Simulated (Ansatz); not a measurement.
ScF₃. The state is a triplet with charge 0. Geometry PBE0-D4/def2-TZVP; atoms count from 1.

```xyz
4

Sc   -0.001    0.001    0.000
F     0.296   -0.052    1.937
F     0.587    1.555   -1.040
F    -0.882   -1.504   -0.898
```

At PBE0-D4/def2-TZVP a singlet of charge 0 lies 6.41 eV below the triplet, each at its own geometry. The structure comes from a short search, and lower isomers may exist.

(1) Estimate the Mulliken populations from the PBE0/def2-TZVP orbitals of Ansatz.

(2) Where does the spin sit?

(3) And the Mayer bond orders between bonded heavy atoms (over 0.3)?

Answers

(1) 
```tsv
atom	charge (e)	spin (α − β)	d electrons
Sc1	1.09	0.94	1.30
F2	-0.36	0.35	–
F3	-0.36	0.35	–
F4	-0.36	0.35	–
```
Mulliken values and Mayer orders depend strongly on the basis.

(2) Summed by element: Sc 0.94, F 1.06, of 2 unpaired in all. Largest on single atoms: Sc1 0.94, F2 0.35, F3 0.35.

(3) Sc1–F2 0.56 (1.96 Å); Sc1–F3 0.56 (1.96 Å); Sc1–F4 0.56 (1.96 Å).
